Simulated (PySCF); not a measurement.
**How methods differ on the ionisation energy of Ag**

Ag [Kr] 4d10 5s1 (2S) → Ag⁺ [Kr] 4d10 (1S), as a difference of total energies. Computed with PySCF 2.14 in x2c-QZVPPall with one added diffuse shell each of s, p, d, f, g type (14s9p8d5f3g, 143 functions), with the spin-free X2C one-electron Hamiltonian (Gaussian nucleus). Correlated levels: valence: [Kr] frozen; valence and next inner shell: [Ar] 3d10 frozen. The calculations carry no spin-orbit coupling.

```tsv
method	ionisation energy (eV)
UHF	6.355
LDA	8.256
PBE	7.942
PBE0	7.628
r2SCAN	7.786
MP2 (valence)	7.500
SCS-MP2 (valence)	7.327
```

Estimate what MP2 (valence and next inner shell) gives.

7.628 eV, closest to PBE0 among the rows shown.

Estimate what SCS-MP2 (valence and next inner shell) gives.

7.416 eV, closest to MP2 (valence) among the rows shown.

For comparison: 7.576 eV (measured; NIST Atomic Spectra Database, ionization energies).
